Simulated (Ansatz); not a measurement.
`[GeH3][O][GeH3]` + `FC#C[SiH3]` → `FC#[C][GeH3]` + `[SiH3][O][GeH3]`  (redistribution)

Gas-phase electronic energies from Ansatz, PBE0-D4/def2-TZVP geometries. CCSD(T)/CBS adds triple-zeta CCSD(T) − MP2 to the extrapolated MP2 energy (def2 sets, frozen cores). DFT in def2-TZVPP. For Ge outer-core shells are correlated without core-valence functions, which leaves a few kJ/mol of doubt a bond. Scalar relativity is left out up to krypton.

```tsv
species	BHLYP-D4 energy (Eh)
`[GeH3][O][GeH3]`	-4232.82049
`FC#C[SiH3]`	-467.25952
`FC#[C][GeH3]`	-2254.73025
`[SiH3][O][GeH3]`	-2445.36963
```

(1) Work out ΔE.

Largest T1 diagnostic among the species: 0.013.

Answers

(1) ΔE = (-2254.73025) + (-2445.36963) − (-4232.82049) − (-467.25952) = -0.01987 Eh = -12.5 kcal/mol. CCSD(T)/CBS gives -12.0 kcal/mol.

From PBE to PBE0 (25 % exact exchange), in def2-TZVPP and without D4, ΔE moves by −1.3 kcal/mol. At CCSD(T), def2-SVP lies +2.8 kcal/mol from the extrapolated value and def2-TZVPP −0.2 kcal/mol. Leaving LDA and LC-ωPBE aside and taking each functional with its dispersion term where it has one, the values, not all of them listed here, spread over 2.9 kcal/mol, from BHLYP-D4 to revPBE-D4. LDA lies −1.0 kcal/mol from PBE without D4.
